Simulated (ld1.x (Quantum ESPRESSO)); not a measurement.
**What one change does to a pseudopotential (fluorine (F), RRKJ)**

```
Element                 : fluorine (F)
Generator               : ld1.x (Quantum ESPRESSO) 7.5
Type                    : norm-conserving RRKJ (Kleinman–Bylander form)
Functional              : PBE
Relativity              : scalar-relativistic
Frozen core             : [He]
Valence charge          : 7
Reference configuration : 2s1.5 2p5.5
Partial waves           : 2s (bound): rc 0.65 bohr; 2p (bound): rc 1.90 bohr
Local potential         : all-electron potential smoothed inside 0.65 bohr (lloc = -1)
Core correction         : a·sin(br)/r model core, default radius (core density twice the valence density)
```

All-electron outer shells of the reference configuration (PBE, scalar-relativistic, ld1.x):

```csv
shell,level (eV),outermost node (bohr),outermost maximum (bohr)
1s,-663.69,–,0.11
2s,-30.14,0.24,0.76
2p,-11.33,–,0.71
```

Change: wave 2p (bound): rc 1.90 bohr becomes 2p (bound): rc 1.48 bohr.

Cutoffs: the cutoffs (Ry, on a coarse ladder) from which the occupation-weighted sum of valence levels, in a spherical-Bessel basis at the reference potential, stays within 10 and 1 mRy of its value at 400 Ry; they do not see the model core or the augmentation charge, which bear on the density cutoff. Errors are all-electron minus pseudo energies relative to the spin-unpolarised reference configuration.

Question: Predict the effect on cutoff, ghosts and configuration errors.

Answer: The potential gets neither clearly harder nor softer (140 Ry and 200 Ry → 140 Ry and 200 Ry); the s channel sets the loose cutoff, while the largest relative change is in p, which becomes harder; of the 7 tests that both files solve, the error grows in 0 and shrinks in 7 by more than 15 % and 0.3 meV (median size 99.8 → 49.0 meV); neither file shows a bound ghost. Less of the atom is replaced, so other configurations are described better.

```tsv
quantity	base	changed
cutoff, loose	140 Ry	140 Ry
cutoff, tight	200 Ry	200 Ry
loose cutoff by channel (10 mRy a level)	s 140 Ry, p 30 Ry	s 140 Ry, p 50 Ry
bound ghosts	none	none
error for 2s2 2p5, meV [ΔE -9.40 eV]	-13	+1.9
error for 2s2 2p4, meV [ΔE 9.99 eV]	+298	+102
error for 2s2 2p3, meV [ΔE 48.37 eV]	+1511	+510
error for 2s2 2p4.5, meV [ΔE -1.86 eV]	+82	+33
error for 2s2 2p2, meV [ΔE 109.01 eV]	+4697	+1705
error for 2s1 2p5, meV [ΔE 29.09 eV]	-100	-49
error for 2s2 2p5.3, meV [ΔE -12.07 eV]	-42	-8.2
```
